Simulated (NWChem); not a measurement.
A series in which one site is exchanged, each optimised at PBE0/def2-SVP with NWChem, gas phase unless a solvent is named. All stand in one matching conformer (torsions within 35°), which need not be the lowest. This build's default masses of Se (78.918 u) and Br (79.917 u) are each other's, which moves their modes by up to 0.6 %. Some are not confirmed as minima by frequencies. def2 effective core potentials on Cd, Te; no spin-orbit coupling.

A: [SeH][Be][SeH] (BeH2Se2; site = Be)
B: [SeH][Zn][SeH] (ZnH2Se2; site = Zn)
C: [SeH][Cd][SeH] (CdH2Se2; site = Cd)
D: [SeH][Te][SeH] (H₂TeSe₂; site = Te)

Values for A:

dipole (D), PBE0/def2-SVP: 0.95
orbital gap (eV), PBE0/def2-SVP: 6.60
vertical ionisation energy, ΔSCF, PBE0/def2-SVP (eV): 9.37
static polarisability, PBE0/def2-SVPD (bohr³): 75.9
lowest singlet excitation, PBE0/def2-SVPD, TDA (eV): 5.04

Q: How do these values change for the other members?

A: 
| change from A | B | C | D |
|---|---|---|---|
| dipole (D), PBE0/def2-SVP | -0.10 | -0.13 | -0.70 |
| orbital gap (eV), PBE0/def2-SVP | -0.61 | -1.12 | -1.96 |
| vertical ionisation energy, ΔSCF, PBE0/def2-SVP (eV) | -0.45 | -0.56 | -0.69 |
| static polarisability, PBE0/def2-SVPD (bohr³) | +11.9 | +21.5 | +29.7 |
| lowest singlet excitation, PBE0/def2-SVPD, TDA (eV) | -0.36 | -0.87 | -1.76 |
